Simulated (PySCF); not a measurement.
Assigning NMR signals

Atom-mapped SMILES (the numbers label the heavy atoms): `[CH2:1]=[CH:2][Si:3]1([NH2:4])[O:5][CH2:6][CH2:7][CH2:8][O:9]1`. Hydrogens are named by the atom that carries them. Ha(C1) is cis to Si3; Hb(C1) is trans to Si3.

Method: shielding tensors at PBE0/pcSseg-1 (GIAO), GFN2-xTB geometry, in PySCF 2.14 (single conformer, in vacuum, rapidly exchanging positions averaged, non-relativistic).

Chemical shifts δ = σref − σ; 13C, 1H against TMS, all at this level.

Problem. Assign these signals to the numbered atoms. 13C{1H} NMR (computed): δ 145.0 (CH), 141.0 (CH2), 68.6 (CH2), 34.9 (CH2).

Solution. 
```tsv
δ (ppm)	atoms	environment	reason
145.0	C2	alkene CH	an sp2 carbon of a C=C bond
141.0	C1	terminal =CH2 carbon	an sp2 carbon of a C=C bond
68.6	C6/C8	sp3 CH2 bonded to O	pulled downfield by the heteroatom
34.9	C7	sp3 CH2 in a ring	a saturated carbon with 2 carbon neighbours and no heteroatom attached
```

Problem. Assign these signals to the numbered atoms. 1H NMR (400 MHz, computed): δ 6.32 (m, 1H), 6.18 (m, 1H), 5.80 (m, 1H), 4.50 (m, 2H), 4.40 (m, 2H), 2.78 (m, 1H), 1.30 (m, 1H), 0.68 (br s, 2H).

Solution. 
| δ (ppm) | atoms | environment | reason |
| --- | --- | --- | --- |
| 6.32 | H(C2) | hydrogen on an alkene CH | olefinic region |
| 6.18 | Hb(C1) | hydrogen on a terminal =CH2 carbon | olefinic region |
| 5.80 | Ha(C1) | hydrogen on a terminal =CH2 carbon | – |
| 4.50 | Ha(C6)/Ha(C8) | hydrogen on an sp3 CH2 bonded to O | its carbon carries O, hence the downfield position |
| 4.40 | Hb(C6)/Hb(C8) | hydrogen on an sp3 CH2 bonded to O | – |
| 2.78 | Ha(C7) | hydrogen on an sp3 CH2 in a ring | – |
| 1.30 | Hb(C7) | hydrogen on an sp3 CH2 in a ring | – |
| 0.68 | H(N4) | hydrogen on a nitrogen bonded to Si | exchangeable; this is the value without hydrogen bonding to other molecules |

Ha(C6)/Ha(C8) and Hb(C6)/Hb(C8) lie closer than the usual error of such a calculation, so a measured spectrum could show them in the other order.

OH and NH positions are those of a molecule without intermolecular hydrogen bonds; in solution they move with solvent, concentration and temperature, and exchange usually removes their couplings. Shifts are as computed. Against solution values, carbons near 30 ppm lie about +3 ppm off and those near 130 ppm about +5 ppm. Of 1211 compounds with measured shifts, 218 miss one by over three times the rms of a fit or turn the order of signals round; such compounds aren't used in these exercises. Multiplicities follow the n + 1 count of equivalent neighbours, as no J values were calculated; m marks all less simple cases, F and P coupling included.
